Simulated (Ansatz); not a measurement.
`C=C=[N][SbH2]` + HCl → `[Cl][SbH2]` + `C=C=N` at 400 K and 1 bar (ligand exchange at the Sb–N bond).

Computed with Ansatz on PBE0-D4/def2-TZVP structures; ΔE is electronic, products minus reactants. CBS: MP2 limit from def2 TZ/QZ plus the TZ coupled-cluster correction, frozen cores. This one scheme is used for every species. Elements past krypton have def2 core potentials. For Sb outer-core shells are correlated without core-valence functions, which leaves a few kJ/mol of doubt a bond. Each species was taken in one conformer, which may not be the lowest.

```json
{"species": "`C=C=[N][SbH2]`", "CCSD(T)/CBS energy (Eh)": "-373.15774", "H − E (kJ/mol)": "153.4", "S (J/(mol·K))": "359.1"}
{"species": "HCl", "CCSD(T)/CBS energy (Eh)": "-460.38127", "H − E (kJ/mol)": "29.6", "S (J/(mol·K))": "195.4"}
{"species": "`[Cl][SbH2]`", "CCSD(T)/CBS energy (Eh)": "-701.00845", "H − E (kJ/mol)": "55.3", "S (J/(mol·K))": "294.4"}
{"species": "`C=C=N`", "CCSD(T)/CBS energy (Eh)": "-132.55079", "H − E (kJ/mol)": "133.3", "S (J/(mol·K))": "267.3"}
```

H − E and S are ideal-gas, rigid-rotor, harmonic terms from PBE0-D4/def2-TZVP, for one conformer and one mirror image of each species. 1 Eh = 2625.50 kJ/mol, R = 8.31446 J/(mol·K).

Task: By hand: ΔE, ΔH, ΔS and ΔG.

Result: ΔE = (-701.00845) + (-132.55079) − (-373.15774) − (-460.38127) = -0.02023 Eh = -53.1 kJ/mol. Δ(H − E) = 55.3 + 133.3 − 153.4 − 29.6 = 5.6, so ΔH = -47.5 kJ/mol. ΔS = 294.4 + 267.3 − 359.1 − 195.4 = 7.2 J/(mol·K). ΔG = -47.5 − 400 × (7.2)/1000 = -50.4 kJ/mol.

Task: By hand: the equilibrium constant, and the temperature at which ΔG would vanish if ΔH and ΔS stayed fixed.

Result: log₁₀ K = −ΔG/(RT ln 10) = 6.6. ΔH and −TΔS have one sign here, so there is no such temperature.

The number of gas molecules stays the same, so ΔS is small and ΔH decides. A doubt of 5 kJ/mol in ΔE shifts log₁₀ K by 0.7 here. Other conformers and mirror images would add mixing entropy, several J/(mol·K) or more a flexible species. These are equilibria of isolated gas molecules and say nothing of rates. Largest T1 diagnostic: 0.015 (customary marks: 0.02 for closed shells, 0.045 for open ones).

ΔS is within the doubt of such terms, so its sign, and with it that verdict, could turn.
